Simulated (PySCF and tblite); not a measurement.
Results of a calculation; reference values are marked as such.
System: C8H8, numbered as in [CH:1]1=[CH:2]\[CH:3]=[CH:4]/[CH:5]=[CH:6]\[CH:7]=[CH:8]/1.

For the inversion of the 8-membered ring (1–2–3–4–5–6–7–8): electronic barrier 11.17 kcal/mol, zero-point change 0.95 kcal/mol, thermal and entropy terms at 350 K a further 0.41 kcal/mol (symmetry numbers apart). The minimum is D2d, the saddle D4h. Level: PBE0/pcSseg-1 + D3(BJ), IEF-PCM tetrahydrofuran on GFN2-xTB stationary points, with GFN2-xTB thermal terms. Rate constants are transition-state-theory values, counting equivalent paths, without tunnelling. (PySCF 2.14 with density fitting, tblite 0.8.)

(1) How many equivalent paths lead out of the minimum?

(2) Work out the rate at 350 K.

## Answers

(1) 1: the symmetry number of the minimum is 4, that of the saddle displaced along its mode 4.

(2) ΔG‡ = 12.53 kcal/mol; k_B T/h = 7.3×10¹² s⁻¹; exp(−ΔG‡/RT) = 1.5×10⁻⁸; times 1 gives k = 1.1×10⁵ s⁻¹. Wigner's tunnelling factor for the 148i cm⁻¹ mode would be 1.01.
